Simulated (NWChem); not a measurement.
System meant: MgBrF; SMILES [Mg]([F])[Br]

NWChem input:

```
start job
memory heap 200 mb stack 900 mb global 1100 mb
geometry units angstroms noautoz
  Mg    -0.007495     1.075257     0.000000
  F     -0.164750     2.821061     0.000000
  Br     0.202661    -1.252821     0.000000
end
basis spherical
  * library def2-svp
end
dft
  xc pbe0
  iterations 4
  mulliken
end
task dft energy
```

End of the output:

```
    Atom       Charge   Shell Charges
 -----------   ------   -------------------------------------------------------
    1 Mg  12    11.84   2.00  1.94  0.36  0.10  5.84  0.59  0.38  0.64
    2 F    9     9.27   1.98  1.01  0.77  3.21  2.30  0.00
    3 Br  35    34.89   2.00  2.00  1.96  1.07  0.66  5.99  5.81  2.44  2.94  7.84  2.03  0.14

 center of mass
 --------------
 x =   0.00000000 y =   0.00000000 z =  -0.13187183

 moments of inertia (a.u.)
 ------------------
        1083.143396787436           0.000000000000           0.000000000000
           0.000000000000        1083.143396787436           0.000000000000
           0.000000000000           0.000000000000           0.000000000000

     Multipole analysis of the density
     ---------------------------------

     L   x y z        total         alpha         beta         nuclear
     -   - - -        -----         -----         ----         -------
     0   0 0 0     -0.000000    -28.000000    -28.000000     56.000000

     1   1 0 0     -0.000000     -0.000000     -0.000000      0.000000
     1   0 1 0     -0.000000     -0.000000     -0.000000      0.000000
     1   0 0 1     -0.125045     -0.062522     -0.062522      0.000000

     2   2 0 0    -22.941179    -11.470589    -11.470589      0.000000
     2   1 1 0     -0.000000     -0.000000     -0.000000      0.000000
     2   1 0 1      0.000000      0.000000      0.000000      0.000000
     2   0 2 0    -22.941179    -11.470589    -11.470589      0.000000
     2   0 1 1      0.000000      0.000000      0.000000      0.000000
     2   0 0 2    -35.496166   -269.545998   -269.545998    503.595831

 ------------------------------------------------------------------------
 dft energy failed                                                                                  0
 ------------------------------------------------------------------------
 ------------------------------------------------------------------------
  current input line :
    16: task dft energy
 ------------------------------------------------------------------------
 ------------------------------------------------------------------------
 This type of error is most commonly associated with calculations not reaching convergence criteria
 ------------------------------------------------------------------------
 For more information see the NWChem manual at https://nwchemgit.github.io

0:dft energy failed:Received an Error in Communication
```

Q: Find the fault in this run and fix the input.

A: The run did not converge; its last values are not results. Cause: the SCF was allowed too few iterations. This input runs:
```
start job
memory heap 200 mb stack 900 mb global 1100 mb
geometry units angstroms noautoz
  Mg    -0.007495     1.075257     0.000000
  F     -0.164750     2.821061     0.000000
  Br     0.202661    -1.252821     0.000000
end
basis spherical
  Mg library def2-svp
  F library def2-svp
  Br library def2-svp
end
dft
  xc pbe0
  iterations 150
  mulliken
end
task dft energy
```
It converges to -2873.25841 Ha (PBE0/def2-SVP).
